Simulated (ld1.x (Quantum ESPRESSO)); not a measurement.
## Scattering properties, PAW potential for Sr (Z = 38)

```json
{
 "Element": "strontium (Sr)",
 "Generator": "ld1.x (Quantum ESPRESSO) 7.5",
 "Type": "PAW",
 "Functional": "PBE",
 "Relativity": "fully relativistic",
 "Frozen core": "[Ar] 3d10",
 "Valence charge": "10",
 "Reference configuration": "4s2 4p6 4d0 5s1 5p0 (charge +1)",
 "Partial waves": "4s (bound): rcut 1.75, rcutus 2.25 bohr; 5s (bound): rcut 1.75, rcutus 2.25 bohr; 4p (bound): rcut 2.65, rcutus 3.35 bohr; 5p (bound, empty): rcut 2.65, rcutus 3.35 bohr; 4d (bound, empty): rcut 3.45, rcutus 3.75 bohr; 4d channel at -0.05 Ry: rcut 3.45, rcutus 3.75 bohr",
 "Local potential": "all-electron potential smoothed inside 1.70 bohr (lloc = -1)",
 "Core correction": "Bessel-smoothed model core inside 1.65 bohr",
 "Augmentation charge": "BESSEL, radius 1.75 bohr"
}
```

Open shells are filled in proportion to 2j + 1 (rel_dist='average').

The phase is arctan(r·u′/u) with u = r·R(r), unwrapped; energies in Ry, scanned from -5 to 5 Ry. A pole is an energy at which the radial function vanishes at the test radius. The pseudo phase is shifted by a multiple of π to meet the all-electron one at the reference energy, and phase errors are pseudo minus all-electron; the curves can meet again beyond the range given. Levels narrower than the energy grid can be missing from the lists of poles.

Q: For each channel, where are the poles, and over which energies does the pseudopotential scatter like the atom?

A:

```
channel  radius (bohr)  reference energy (Ry)  poles, all-electron      poles, pseudo  unbroken range about the reference energy with phases within 0.05 rad  phase error 1 Ry above the reference energy (rad)
   p1/2           4.03                  -0.40    -2.18, 0.72, 4.49  -2.18, 0.66, 3.23                                                              below 1.2                                             -0.013
   p3/2           4.03                  -0.40    -2.10, 0.78, 4.57  -2.10, 0.71, 3.22                                                              below 1.2                                             -0.013
   d3/2           4.03                  -0.50          -0.30, 2.04       -4.35, -0.29                                                            -0.5 to 0.3                                             +0.281
   d5/2           4.03                  -0.50          -0.30, 2.05       -0.56, -0.29                                                            -0.5 to 0.3                                             +0.252
```

The ghost test of this file was not conclusive.

Phases in the p1/2 channel:

```
E (Ry)  all-electron  pseudo
 -5.00         1.451   1.451
 -4.74         1.447   1.447
 -4.48         1.443   1.442
 -4.22         1.438   1.438
 -3.96         1.433   1.432
 -3.70         1.426   1.426
 -3.44         1.419   1.419
 -3.18         1.411   1.411
 -2.92         1.401   1.401
 -2.66         1.387   1.387
 -2.40         1.362   1.362
 -2.14        -1.712  -1.713
 -1.88        -1.781  -1.781
 -1.62        -1.814  -1.814
 -1.36        -1.855  -1.856
 -1.10        -1.919  -1.919
 -0.84        -2.036  -2.037
 -0.58        -2.331  -2.332
 -0.32        -3.321  -3.322
 -0.06        -4.247  -4.251
  0.20        -4.522  -4.529
  0.46        -4.641  -4.651
  0.72        -4.711  -4.727
  0.98        -4.766  -4.793
  1.24        -4.816  -4.870
  1.50        -4.876  -5.006
  1.76        -4.962  -5.481
  2.02        -5.133  -7.166
  2.28        -5.666  -7.606
  2.54        -6.981  -7.730
  2.80        -7.480  -7.792
  3.06        -7.639  -7.833
  3.32        -7.717  -7.865
  3.58        -7.764  -7.894
  3.84        -7.797  -7.923
  4.10        -7.823  -7.958
  4.36        -7.844  -8.003
  4.62        -7.864  -8.075
  4.88        -7.882  -8.219
```
